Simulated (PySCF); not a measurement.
Simulated outer-valence photoelectron spectrum of `c1sc(F)nc1F`. Method: EOM-IP-CCSD/aug-cc-pVDZ in PySCF, restricted Hartree–Fock reference, 11 core orbitals frozen, non-relativistic, gas phase, PBE0-D3(BJ)/def2-SVP geometry.

Each root has a Gaussian of 0.8 eV full width with its one-hole share as area; cross sections and vibrations are left out, and the highest printed point is 100.

```json
{"ionisation energy (eV)": "8.4", "intensity": "0"}
{"ionisation energy (eV)": "8.6", "intensity": "2"}
{"ionisation energy (eV)": "8.8", "intensity": "7"}
{"ionisation energy (eV)": "9.0", "intensity": "20"}
{"ionisation energy (eV)": "9.2", "intensity": "38"}
{"ionisation energy (eV)": "9.4", "intensity": "53"}
{"ionisation energy (eV)": "9.6", "intensity": "51"}
{"ionisation energy (eV)": "9.8", "intensity": "35"}
{"ionisation energy (eV)": "10.0", "intensity": "18"}
{"ionisation energy (eV)": "10.2", "intensity": "8"}
{"ionisation energy (eV)": "10.4", "intensity": "11"}
{"ionisation energy (eV)": "10.6", "intensity": "26"}
{"ionisation energy (eV)": "10.8", "intensity": "51"}
{"ionisation energy (eV)": "11.0", "intensity": "77"}
{"ionisation energy (eV)": "11.2", "intensity": "90"}
{"ionisation energy (eV)": "11.4", "intensity": "84"}
{"ionisation energy (eV)": "11.6", "intensity": "61"}
{"ionisation energy (eV)": "11.8", "intensity": "34"}
{"ionisation energy (eV)": "12.0", "intensity": "14"}
{"ionisation energy (eV)": "12.2", "intensity": "4"}
{"ionisation energy (eV)": "12.4", "intensity": "1"}
{"ionisation energy (eV)": "12.6", "intensity": "1"}
{"ionisation energy (eV)": "12.8", "intensity": "3"}
{"ionisation energy (eV)": "13.0", "intensity": "10"}
{"ionisation energy (eV)": "13.2", "intensity": "28"}
{"ionisation energy (eV)": "13.4", "intensity": "56"}
{"ionisation energy (eV)": "13.6", "intensity": "85"}
{"ionisation energy (eV)": "13.8", "intensity": "100"}
{"ionisation energy (eV)": "14.0", "intensity": "98"}
{"ionisation energy (eV)": "14.2", "intensity": "87"}
{"ionisation energy (eV)": "14.4", "intensity": "76"}
{"ionisation energy (eV)": "14.6", "intensity": "63"}
{"ionisation energy (eV)": "14.8", "intensity": "46"}
{"ionisation energy (eV)": "15.0", "intensity": "35"}
{"ionisation energy (eV)": "15.2", "intensity": "38"}
{"ionisation energy (eV)": "15.4", "intensity": "49"}
{"ionisation energy (eV)": "15.6", "intensity": "53"}
{"ionisation energy (eV)": "15.8", "intensity": "41"}
{"ionisation energy (eV)": "16.0", "intensity": "25"}
{"ionisation energy (eV)": "16.2", "intensity": "16"}
{"ionisation energy (eV)": "16.4", "intensity": "23"}
{"ionisation energy (eV)": "16.6", "intensity": "39"}
{"ionisation energy (eV)": "16.8", "intensity": "52"}
{"ionisation energy (eV)": "17.0", "intensity": "49"}
{"ionisation energy (eV)": "17.2", "intensity": "33"}
{"ionisation energy (eV)": "17.4", "intensity": "16"}
{"ionisation energy (eV)": "17.6", "intensity": "5"}
{"ionisation energy (eV)": "17.8", "intensity": "1"}
{"ionisation energy (eV)": "18.0", "intensity": "0"}
```

**Question.** Where are the maxima, and how many lines lie under the curve?

**Answer.** 5 maxima, at 9.5, 11.2, 13.9, 15.6 and 16.9 eV, from 8 lines. At this width some lines have no maximum of their own.

**Question.** List the lines with their holes.

**Answer.** 
| E (eV) | leading hole (HF orbital) | area | Koopmans (eV) |
| --- | --- | --- | --- |
| 9.48 | HOMO | 0.96 | 9.69 |
| 11.04 | HOMO-1 | 0.94 | 11.66 |
| 11.43 | HOMO-2 | 0.94 | 13.13 |
| 13.64 | HOMO-3 | 0.95 | 15.02 |
| 13.95 | HOMO-4 | 0.92 | 15.66 |
| 14.53 | HOMO-5 | 0.95 | 16.14 |
| 15.56 | HOMO-6 | 0.94 | 18.17 |
| 16.87 | HOMO-7 | 0.94 | 19.32 |

The widest gap, 2.21 eV, lies between 11.43 and 13.64 eV. Only orbitals with −ε under 21 eV, eight at most, were ionised, so the high end of the curve may lack lines.
